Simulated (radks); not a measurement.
The numbers below are computed, except where a source is named.
Nd III, 58 electrons, occupied as [Kr] 4d10 4f4 5s2 5p5 5d1 (not the ground configuration). Code: a radial shooting solver on a logarithmic mesh with Libxc functionals. Model: Dirac Kohn-Sham, AM05, spin-unpolarised, spherical densities, finite nucleus; open shells are shared between the two j in proportion to 2j + 1; Fermi nuclear charge, rms radius 4.9123 fm.

Normalised radial functions P(r) = r R(r) (large component), r in bohr:

r          4f5/2
0.00288   0.0000
0.003903  0.0000
0.005332  0.0000
0.007226  0.0000
0.009872  0.0000
0.01338   0.0001
0.01813   0.0002
0.02477   0.0005
0.03357   0.0016
0.04586   0.0046
0.06216   0.0123
0.08492   0.0318
0.1151    0.0747
0.1572    0.1628
0.2131    0.3112
0.2888    0.5231
0.3945    0.7642
0.5347    0.9362
0.7305    0.9659
0.99      0.8471
1.352     0.6384
1.833     0.4203
2.504     0.2305
3.394     0.1038
4.599     0.0350
6.283     0.0074
8.516     0.0009
11.63     0.0000

4f5/2: eigenvalue -17.277 eV, 0 radial nodes, <r> = 1.05 bohr, 90 % of the charge inside 1.83 bohr.
